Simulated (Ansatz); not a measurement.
Ideal-gas functions of BrGaH₂S₂ (`[SH][Ga]([SH])[Br]`) at 800 K and 1 bar, from an Ansatz frequency run at PBE0-D4/def2-TZVP.

Molar mass 215.78 g/mol, point group C2v (symmetry number 2), electronic degeneracy 1, moments of inertia 247.937, 427.249, 675.186 u Å². Harmonic wavenumbers (cm⁻¹, unscaled): 94, 108, 125, 202, 268, 289, 397, 445, 693, 728, 2710, 2713.

Use S(trans) = R[1.5 ln M + 2.5 ln T − 1.1517]; rotational temperatures θ = 24.2544 K / I; S(rot) = R[ln(√π/σ · √(T³/θAθBθC)) + 1.5]; for each mode x = 1.438777 ν̃/T, S = R[x/(eˣ − 1) − ln(1 − e⁻ˣ)] and H = RT x/(eˣ − 1); 1 cm⁻¹ = 0.0119627 kJ/mol; R = 8.31446 J/(mol·K).

Problem. By hand: the entropy, in J/(mol·K).

Solution. Translation 196.4. Rotation: θ = 0.0978, 0.0568, 0.0359 K, giving 130.3. Vibration, mode by mode: 23.10, 21.95, 20.74, 16.78, 14.46, 13.85, 11.29, 10.38, 7.00, 6.64, 0.38, 0.37, in all 147.0. Electronic 0.0. Sum 473.7 J/(mol·K).

Problem. By hand: H − E and G − E in kJ/mol, counted from the electronic energy.

Solution. Zero-point energy ½ × 8772 × 0.0119627 = 52.5; thermal vibration 49.8; translation, rotation and pV give 4 RT = 26.6. H − E = 128.9 kJ/mol, and G − E = 128.9 − 800 × 473.7/1000 = -250.1 kJ/mol.

Vibration gives 31 % of the entropy, 65.8 J/(mol·K) of it from the modes under 150 cm⁻¹: soft modes count most, and the harmonic formula is weakest for them. The sum counts one conformer and one mirror image; others add a mixing term.
